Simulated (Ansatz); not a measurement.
Job for Ansatz (a quantum-chemistry and plane-wave program): R-B3LYP/def2-TZVPP on CH5MgN (SMILES [CH3][Mg][NH2]), a point of a bond scan (R = 1.011 Å).

Ansatz 0.2 input:
```yaml
crystal:
  periodic: [false, false, false]
  atoms:
    - {symbol: Mg, position_ang: [0.00826456, -0.04712997, 0.03044101]}
    - {symbol: C, position_ang: [-0.28026958, 1.67368275, -1.11114769]}
    - {symbol: H, position_ang: [-1.04623442, 2.32029198, -0.67380073]}
    - {symbol: H, position_ang: [-0.60167589, 1.43347148, -2.12823459]}
    - {symbol: H, position_ang: [0.63653762, 2.26428122, -1.18905058]}
    - {symbol: N, position_ang: [0.26979219, -1.61137839, 1.07033147]}
    - {symbol: H, position_ang: [0.88322456, -2.38397168, 0.85104722]}
    - {symbol: H, position_ang: [-0.17795435, -1.83096121, 1.94931248]}
basis:
  gaussian:
    orbitals: def2-TZVPP
    pivot_positions_ang: [[0.00826456, -0.04712997, 0.03044101], [-0.28026958, 1.67368275, -1.11114769], [-1.04623442, 2.32029198, -0.67380073], [-0.60167589, 1.43347148, -2.12823459], [0.63653762, 2.26428122, -1.18905058], [0.26979219, -1.61137839, 1.07033147], [0.88322456, -2.38397168, 0.85104722], [-0.17795435, -1.83096121, 1.94931248]]
hamiltonian:
  xc: {name: B3LYP}
scf: {lower_state_search: off}
output: {orbitals: {seedname: ./end}}
```

The head of its log:

```
WARN ansatz: RAYON_NUM_THREADS=1 ignored (pool sized by the plan → 1); use --threads N
Functional definition: B3LYP
these checks for a lower state are left out or cut short: stability, starts, cluster_reference, orbital_swaps, neighbouring_geometries, increment
integrals: 0.06 GiB planned
918 factors; their error is unknown
mean field: 0.56 GiB planned
mean field evaluation 1: about -8037.7438 eV, gradient 9.1e1 eV
mean field evaluation 2: about -7999.3870 eV, gradient 1.4e2 eV
```

Question: Predict the final total energy.

Answer: -296.0271 hartree.
